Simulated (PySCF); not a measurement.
## Vertical excitation energies

C6H4O.
SMILES: `C#Cc1ccco1`

Method: TDDFT CAM-B3LYP/def2-SVPD, vertical, gas phase, core orbitals frozen in the response (PySCF 2.14.0, density-fitted response routines). Geometry: PBE0-D3(BJ)/def2-SVP; no solvent, vibrations or thermal averaging.

Question: What does the calculation give for the low-lying excited states?

Answer: 

```tsv
state	E (eV)	E (hartree)	f	symmetry	main configurations (H = HOMO, L = LUMO)
S1	5.19	0.1907	0.366	A′	H→L (91%)
S2	5.48	0.2014	0.0001	–	H→L+2 (67%), H→L+1 (19%)
S3	5.96	0.2190	0.0001	–	H-2→L (90%)
S4	6.40	0.2352	0.010	A″	H→L+1 (74%), H→L+2 (18%)
S5	6.55	0.2407	0.0020	A′	H-1→L (50%), H→L+4 (45%)
S6	6.87	0.2525	0.111	A′	H-3→L (30%), H-2→L+2 (26%), H-1→L (17%)
S7	7.04	0.2588	0.0010	–	H→L+3 (83%)
S8	7.37	0.2710	0.016	A″	H→L+5 (90%)
S9	7.63	0.2805	0.290	A′	H→L+4 (39%), H-1→L (26%), H-3→L (24%)
S10	7.66	0.2815	0.0085	A″	H→L+6 (77%)
```

Triplets, Tamm–Dancoff:

| state | E (eV) | λ (nm) | main configurations (H = HOMO, L = LUMO) |
| --- | --- | --- | --- |
| T1 | 3.32 | 374.0 | H→L (93%) |
| T2 | 4.95 | 250.3 | H→L+4 (47%), H-1→L (34%) |
| T3 | 5.10 | 243.2 | H→L+2 (55%), H-2→L (13%), H→L+1 (13%) |
| T4 | 5.38 | 230.3 | H-2→L+2 (57%), H-3→L (12%), H-2→L+1 (10%) |

The lowest singlet comes at 239 nm (501 kJ/mol) in the ultraviolet; it is strong; its leading configuration is HOMO→LUMO (91%). The lowest level is also the most intense of those listed (f = 0.366). Löwdin shares by element: HOMO carbon 68% or more (atoms not listed hold the other 32%); LUMO carbon 59% or more (atoms not listed hold the other 41%). Of the 10 states listed, 5 reach f = 0.01 and 2 stay under 0.0005. Weighted by f, the mean energy of these states is 6.39 eV. Orbital energies (eV): HOMO-3 -10.67, HOMO-2 -9.78, HOMO-1 -9.71, HOMO -7.72, LUMO 0.19, LUMO+1 1.43, LUMO+2 1.68. The vertical ionisation energy (ΔSCF) is 8.50 eV, 0.84 eV above S10. Symmetry labels in Cs follow from the direction of the transition dipole and are given only for states with f of 0.002 or more. Singlets were solved by full linear response, triplets in the Tamm–Dancoff approximation.
